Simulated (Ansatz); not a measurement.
Br₃HSn, SMILES `[Br][SnH]([Br])[Br]`, charge 0, multiplicity 1.

Question: Give a relaxed structure at PBE0-D4/def2-TZVP (Ansatz). (Best estimate.)

Answer: The calculation gave: 
Z-matrix (Å, degrees):
```
Sn
Br 1 2.454
Br 1 2.454 2 108.1
Br 1 2.454 2 108.1 3 -116.8
H 1 1.696 2 110.8 3 121.6
```
Point group C3v.
